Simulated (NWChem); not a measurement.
Species: ammonia (NH₃); SMILES N

```xyz
4

N      0.0000     0.0000     0.1388
H      0.6618     0.6618    -0.2664
H      0.2422    -0.9040    -0.2664
H     -0.9040     0.2422    -0.2664
```
Atoms are numbered in this order, from 1.

Structure relaxed at the PBE0/def2-SVP level. Not confirmed as a minimum by frequencies.

**Question.** Give the principal values of the shielding tensors (ppm) of N1 from PBE0/x2c-TZVPall-s, scalar ZORA without spin-orbit coupling, GIAO (NWChem), with their diamagnetic and paramagnetic parts as GIAO splits them.

**Answer.** 
| atom | σ11 | σ22 | σ33 | isotropic | diamagnetic | paramagnetic |
|---|---|---|---|---|---|---|
| N1 | 230.3 | 274.6 | 274.6 | 259.8 | 315.5 | -55.7 |
